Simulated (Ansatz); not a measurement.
Ansatz (a program for electronic structure) input:
A basis named .json is the Basis Set Exchange file of that set.

Ansatz 0.2 input:
```yaml
crystal:
  periodic: [false, false, false]
  atoms:
    - {symbol: Si, position_ang: [-0.01236411, 0.01035369, -0.02035979]}
    - {symbol: O, position_ang: [-0.54979575, -1.28223039, -0.86344148]}
    - {symbol: O, position_ang: [1.63212757, -0.08214243, -0.12471732]}
    - {symbol: N, position_ang: [-0.49120629, 1.52010554, -0.74727864]}
    - {symbol: N, position_ang: [-0.67785127, -0.11541574, 1.54134619]}
    - {symbol: H, position_ang: [-0.00449076, -1.58200561, -1.59508372]}
    - {symbol: H, position_ang: [2.15950067, 0.50149987, 0.42513518]}
    - {symbol: H, position_ang: [-0.40901647, 2.34706341, -0.15289872]}
    - {symbol: H, position_ang: [-1.06146412, 0.66873326, 2.03944870]}
    - {symbol: H, position_ang: [-0.98668351, -0.99808865, 1.91523324]}
basis:
  gaussian:
    orbitals: aug-cc-pV_D+d_Z.json
magnetization: {spin_polarized: true, initial_magnetization: 1}
correlation: {method: ccsd_t, electrons: outside_noble_gas}
output: {forces: true}
```

Q: What final total energy does it print?

A: -551.52723 Eh (CCSD(T)/aug-cc-pV(D+d)Z). The basis has 169 functions.

It need not be the lowest isomer of its formula.
